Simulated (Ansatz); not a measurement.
# Reading a saddle point

A first-order saddle point of BNH$_{3}$ClF$_{2}$, closed shell, PBE0-D4/def2-TZVP, with one imaginary mode of 879i cm⁻¹:

```
8
angstrom
B -0.4116 0.6490 -0.3063
Cl 1.2572 -0.7405 -1.6354
F -1.5401 0.4436 -0.9458
F 0.1532 1.8343 -0.2739
H 0.7488 -0.8498 -0.1281
N -0.0006 -0.3546 0.7352
H -0.7228 -0.9998 1.0314
H 0.5159 0.0176 1.5229
```

Computed with Ansatz 0.2.0 (basis: def2-TZVPP and def2-QZVPP); correlated methods freeze the cores. Extrapolation: Hartree–Fock as exp(−7.88 √X), correlation as X^−2.97.

Problem. Which contacts change along the imaginary mode, and what lies on either side? (Judge from chemistry; the calculation decides.)

Solution. The calculation gives: The step is BClF₂ ([F][B]([F])[Cl]) + NH₃ → BNH₂F₂ ([NH2][B]([F])[F]) + HCl, with the molecules in contact on both sides. Shortening one way: B1–N6, Cl2–H5; lengthening the same way: B1–Cl2, H5–N6.
| pair | one side (Å) | saddle (Å) | other side (Å) |
| --- | --- | --- | --- |
| B1–N6 | 1.65 | 1.50 | 1.41 |
| Cl2–H5 | 2.90 | 1.59 | 1.30 |
| B1–Cl2 | 1.85 | 2.55 | 3.94 |
| H5–N6 | 1.02 | 1.25 | 2.03 |

Problem. Which side is lower, and how far does the saddle lie above each? (An estimate is asked for; the value comes from the calculation.)

Solution. The calculation gives: The side with B1–Cl2, H5–N6 short is lower by 52.4 kJ/mol; the saddle lies 123.0 kJ/mol above it and 70.6 kJ/mol above the other (CCSD(T) at an estimated basis limit (MP2 extrapolated from triple and quadruple zeta, plus CCSD(T) − MP2 in triple zeta); electronic energies).

The T1 diagnostic stays at or below 0.012.

The step is the kind of exchange with an N–H group that builds nitride films in atomic layer and chemical vapour deposition.

Labels in which every atom is bracketed show which atoms are joined, not bond orders.

For scale, one of the runs: CCSD(T)/def2-TZVPP, 208 basis functions, launched by `ansatz run in.yaml --threads 4 --pin off --events-out ev --progress --plain --max-ram 9574MiB`. Time: 67 s of wall clock on 4 CPU threads of an Arm Neoverse V2; the host was shared. Peak host memory: 3 GiB.
